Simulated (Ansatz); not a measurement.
Basis sets compared for Cd₇Te₇. Total charge 0; singlet. Geometry PBE-D4/def2-SVP. Ansatz on 2 threads of AMD EPYC 7R13 on a shared host and a share (18 GiB) of an NVIDIA H100 80GB HBM3; times are rough, and most runs start from earlier orbitals.

```tsv
atom	x (Å)	y (Å)	z (Å)
Te1	2.900	-0.372	2.721
Te2	-1.382	2.360	-3.697
Te3	1.433	2.992	0.173
Te4	1.784	-1.528	-2.115
Te5	-0.164	-4.128	1.322
Te6	-2.465	-0.043	0.300
Te7	-1.543	0.275	3.198
Cd8	0.490	0.485	-3.326
Cd9	2.299	0.226	0.046
Cd10	0.436	-1.841	2.689
Cd11	-0.949	2.067	-0.869
Cd12	-3.124	0.000	-2.581
Cd13	0.814	1.589	2.551
Cd14	-0.530	-2.081	-0.414
```

In the def2 sets Cd, Te take a core potential; there is no spin–orbit coupling. Single mean-field runs in def2-TZVP are fitted with def2-universal-jkfit. The restricted singlet is unstable towards broken spin symmetry in Hartree–Fock (as tested in another run); at PBE-D4/def2-TZVP, PBE0-D4/def2-SVP, PBE0-D4/def2-TZVP this wasn't settled.

Binding counts from free atoms (Te triplet, Cd singlet) in the same basis, without a counterpoise term.

| level | functions | energy (Eh) | HOMO (eV) | LUMO (eV) | binding per atom (eV) | wall time |
| --- | --- | --- | --- | --- | --- | --- |
| PBE-D4/def2-SVP | 399 | -3050.8697 | -4.64 | -3.71 | 1.75 | 4.3 s |
| PBE0-D4/def2-SVP | 399 | -3050.9310 | -5.52 | -3.31 | 1.73 | 7.5 s |

Q: Estimate the rows for PBE-D4/def2-TZVP (with forces), PBE0-D4/def2-TZVP.

A: 
```
                         level  functions  energy (Eh)  HOMO (eV)  LUMO (eV)  binding per atom (eV)  wall time
PBE-D4/def2-TZVP (with forces)        630   -3051.2318      -4.67      -3.68                   1.75      9.1 s
             PBE0-D4/def2-TZVP        630   -3051.2797      -5.52      -3.23                   1.74      9.5 s
```
